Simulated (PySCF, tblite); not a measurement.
Species: C6H15NOSi.
Geometry (GFN2-xTB, Å), atoms numbered from 1 in this order:
```
atom  x, y, z in Å
C1    -2.567   -1.539   -0.420
Si2   -1.470   -0.020   -0.103
C3    -2.436    1.363    0.772
C4     0.221   -0.429    0.692
C5     1.177    0.395   -0.176
C6     2.620   -0.133   -0.182
N7     3.311   -0.050    1.091
C8     0.577    0.414   -1.587
O9    -0.819    0.547   -1.506
H10   -3.405   -1.266   -1.053
H11   -2.029   -2.340   -0.918
H12   -2.972   -1.933    0.506
H13   -1.793    2.175    1.097
H14   -3.181    1.782    0.103
H15   -2.956    0.979    1.643
H16    0.456   -1.489    0.596
H17    0.315   -0.168    1.744
H18    1.177    1.426    0.196
H19    2.620   -1.183   -0.487
H20    3.208    0.430   -0.914
H21    2.805   -0.579    1.794
H22    3.352    0.915    1.405
H23    0.964    1.246   -2.181
H24    0.814   -0.523   -2.105
```

Computed with PBE0/pcSseg-1 in PySCF (dipole) on a GFN2-xTB geometry, gas phase.

Take the most abundant isotopes and a rigid rotor. The values belong to one conformer with, in the numbering `[CH3:1][Si:2]1([CH3:3])[CH2:4][C@@H:5]([CH2:6][NH2:7])[CH2:8][O:9]1`, C4–C5–C6–N7 -66°, C5–C6–N7–H 59° and -59°, C1–Si2–C4–C5 133°, Si2–C4–C5–C6 -156°, C4–C5–C8–O9 39°, C5–C8–O9–Si2 -26°.

Question: Give the principal moments of inertia and the rotational constants in MHz.

Answer: Ia = 206.99, Ib = 658.89, Ic = 685.60 u·Å²; 505379 MHz·u·Å²/I gives A = 2442, B = 767.0, C = 737.1 MHz.

Question: What kind of rotor is it?

Answer: A near-prolate asymmetric top; Ray's κ = -0.965.

Question: Is it planar, by Δ = Ic − Ia − Ib?

Answer: Not planar: Δ = Ic − Ia − Ib = -180.27 u·Å². For a rigid frame Δ = −2 Σ m c², so Σ m c² = 90.14 u·Å² lies off the ab plane: 28.88 from hydrogen and 61.25 from heavier atoms. The atom farthest from that plane is 2.37 Å away.

Question: Give the other two planar moments, Paa and Pbb, and the rms extents of the mass along the axes.

Answer: Paa = Σ m a² = (Ib + Ic − Ia)/2 = 568.75 and Pbb = Σ m b² = (Ia + Ic − Ib)/2 = 116.85 u·Å². With the mass M = 145.09 u, the rms extents √(P/M) along a, b and c are 1.98, 0.90, 0.79 Å.

Question: Where do the levels up to J = 5 lie, in MHz?

Answer: Above 0(0,0):
J = 1: 1(0,1) 1504, 1(1,1) 3179, 1(1,0) 3209
J = 2: 2(0,2) 4512, 2(1,2) 6157, 2(1,1) 6247, 2(2,1) 11271, 2(2,0) 11271
J = 3: 3(0,3) 9023, 3(1,3) 10625, 3(1,2) 10804, 3(2,2) 15783, 3(2,1) 15785, 3(3,1) 24231, 3(3,0) 24231
J = 4: 4(0,4) 15036, 4(1,4) 16581, 4(1,3) 16879, 4(2,3) 21799, 4(2,2) 21805, 4(3,2) 30248, 4(3,1) 30248, 4(4,1) 42074, 4(4,0) 42074
J = 5: 5(0,5) 22548, 5(1,5) 24025, 5(1,4) 24473, 5(2,4) 29319, 5(2,3) 29333, 5(3,3) 37770, 5(3,2) 37770, 5(4,2) 49596, 5(4,1) 49596, 5(5,1) 64800, 5(5,0) 64800
Those of J = 1 are B + C, A + C and A + B.

Question: Predict some low-J microwave lines.

Answer: The dipole components are |μa| = 0.62 D, |μb| = 1.28 D, |μc| = 0.09 D. The squared components, which scale the intensities, stand as 0.23 : 1.00 : 0.01 (a : b : c). Some lines, for components of 0.1 D or more:

```json
{"type": "b", "branch": "R", "J(Ka,Kc)": "2(0,2) ← 1(1,1)", "MHz": "1333", "lower level (cm⁻¹)": "0.106"}
{"type": "a", "branch": "R", "J(Ka,Kc)": "1(0,1) ← 0(0,0)", "MHz": "1504", "lower level (cm⁻¹)": "0.000"}
{"type": "b", "branch": "Q", "J(Ka,Kc)": "1(1,0) ← 1(0,1)", "MHz": "1704", "lower level (cm⁻¹)": "0.050"}
{"type": "b", "branch": "Q", "J(Ka,Kc)": "2(1,1) ← 2(0,2)", "MHz": "1735", "lower level (cm⁻¹)": "0.151"}
{"type": "a", "branch": "R", "J(Ka,Kc)": "2(1,2) ← 1(1,1)", "MHz": "2978", "lower level (cm⁻¹)": "0.106"}
{"type": "a", "branch": "R", "J(Ka,Kc)": "2(0,2) ← 1(0,1)", "MHz": "3008", "lower level (cm⁻¹)": "0.050"}
{"type": "a", "branch": "R", "J(Ka,Kc)": "2(1,1) ← 1(1,0)", "MHz": "3038", "lower level (cm⁻¹)": "0.107"}
{"type": "b", "branch": "R", "J(Ka,Kc)": "1(1,1) ← 0(0,0)", "MHz": "3179", "lower level (cm⁻¹)": "0.000"}
{"type": "b", "branch": "R", "J(Ka,Kc)": "2(1,2) ← 1(0,1)", "MHz": "4653", "lower level (cm⁻¹)": "0.050"}
{"type": "b", "branch": "Q", "J(Ka,Kc)": "2(2,0) ← 2(1,1)", "MHz": "5024", "lower level (cm⁻¹)": "0.208"}
{"type": "b", "branch": "Q", "J(Ka,Kc)": "2(2,1) ← 2(1,2)", "MHz": "5113", "lower level (cm⁻¹)": "0.205"}
{"type": "b", "branch": "R", "J(Ka,Kc)": "2(2,1) ← 1(1,0)", "MHz": "8062", "lower level (cm⁻¹)": "0.107"}
{"type": "b", "branch": "R", "J(Ka,Kc)": "2(2,0) ← 1(1,1)", "MHz": "8092", "lower level (cm⁻¹)": "0.106"}
```

Its GFN2-xTB frequencies are all real (lowest 50 cm⁻¹). Constants of a rigid frame at the computed geometry: no zero-point averaging, no centrifugal distortion. A rigid rotor knows nothing of inversion at nitrogen or internal rotation, which can split or shift real lines. Quadrupole hyperfine structure (14N) is left out.

On Arm Neoverse N1, one thread, shared host with 64 logical CPUs at a one-minute load of 61, this took 1.7 min and 1.1 GiB of memory at its peak. This is the PBE0/pcSseg-1 job that gave the dipole, with the shieldings it also computed.
